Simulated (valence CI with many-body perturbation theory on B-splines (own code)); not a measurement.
# Au XLI: what the settings do

Computed by valence CI with perturbative core correlation (CI+MBPT): three valence electrons over a frozen Dirac-Fock core [Kr], a basis of 6 s, 6 p, 5 d, 5 f, 1 g functions for each j, with the one-electron correlation potential Σ1 (screened to all orders), the two-electron term Σ2, the three-electron term Σ3, Breit, model QED; selected single and double excitations, second order for the rest, scaled by the run's own slope (own B-spline code, finite nucleus).

The last digits are not significant, and no measured levels were compared; by estimate large intervals hold to a few tenths of a per cent, small ones and those within an open d or f shell to about a per cent. Only levels of the ground parity were solved; by the run's estimate the other parity begins above the list, which can be wrong where configurations are misplaced.

The reference run has the lowest level (4d3/2^3) J=3/2 and an ionisation energy of 1905.18 eV. Its largest variational space holds 2392 state functions.

Levels are named by their leading jj configuration (3d3/2^4 stands for four electrons in 3d with j = 3/2), which in mixed levels can hold well under half, so a name can repeat and another be missing. Letters in brackets count levels of one name in rising energy.

Changed runs:
A. shift of the energy in Σ1 (hartree) 0 → 10.272
B. highest l in the core sums 6 → 7; factor on the speed of light 1 → 100; QED terms on → off
C. box radius (bohr) 3.6421 → 1.79
D. closed core [Kr] → [Kr] 4d1 (bad on purpose)

Excitation energies of the reference run in cm⁻¹, and shifts in cm⁻¹:

| Level | Reference | A | B | C |
| --- | --- | --- | --- | --- |
| (4d3/2^2 4d5/2) J=5/2 [a] | 181840 | +1380 | -181833 | -0.7 |
| (4d3/2^2 4d5/2) J=3/2 | 202326 | +1354 | -159057 | -0.4 |
| (4d3/2^2 4d5/2) J=7/2 | 217364 | +1411 |  | 0 |
| (4d3/2^2 4d5/2) J=9/2 | 219176 | +1376 |  | 0 |
| (4d3/2^2 4d5/2) J=1/2 | 220647 | +1373 | -177382 | 0 |
| (4d3/2^2 4d5/2) J=5/2 [b] | 295911 | +1472 |  | +1.4 |
| (4d3/2 4d5/2^2) J=7/2 [a] | 395453 | +2742 |  | -0.3 |
| (4d3/2 4d5/2^2) J=9/2 | 411952 | +2777 |  | -0.2 |
| (4d3/2 4d5/2^2) J=3/2 [a] | 426654 | +2762 |  | +0.6 |
| (4d3/2 4d5/2^2) J=1/2 | 436849 | +2772 | -370970 | +0.6 |
| (4d3/2 4d5/2^2) J=5/2 [a] | 441631 | +2712 | -370211 | +0.6 |
| (4d3/2 4d5/2^2) J=11/2 | 445424 | +2772 | -378911 | +0.4 |
| Ionisation energy (eV) | 1905.18 | +0.69 | -12.90 | +0.0016 |

A blank means that the level has no clear partner in that run.

Run D: It gave no result: the perturbation theory needs a core of closed shells. The program said: "the core must hold closed shells only".
